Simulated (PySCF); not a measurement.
Computed shifts of a molecule C₂H₈O₂Si, PBE/pcSseg-1 (PySCF), GIAO, gas phase, atoms alike by connectivity averaged where their shifts nearly agree, in ppm (number of nuclei): ¹³C: 66.3 (1), 22.1 (1). ²⁹Si: -14.4 (1). ¹H: 5.38 (1), 4.96 (1), 3.76 (1), 1.90 (1), 1.57 (3), -0.85 (1). References: ¹³C against TMS (σ = 182.0 ppm); ¹⁷O against H2O (σ = 334.3 ppm); ²⁹Si against TMS (σ = 335.4 ppm); ¹H against TMS (σ = 31.49 ppm), references at their B3LYP-D3(BJ)/def2-TZVP geometries, non-relativistic. Geometry optimised at PBE0-D3(BJ)/def2-SVP. One conformer was computed; it need not be the lowest.

Problem. Pick the molecule that these values belong to.
(A) C[C@H](O)[SiH2]O
(B) COC[SiH2]O
(C) CO[SiH2]CO
(D) OCCO[SiH3]

Solution. A, C[C@H](O)[SiH2]O
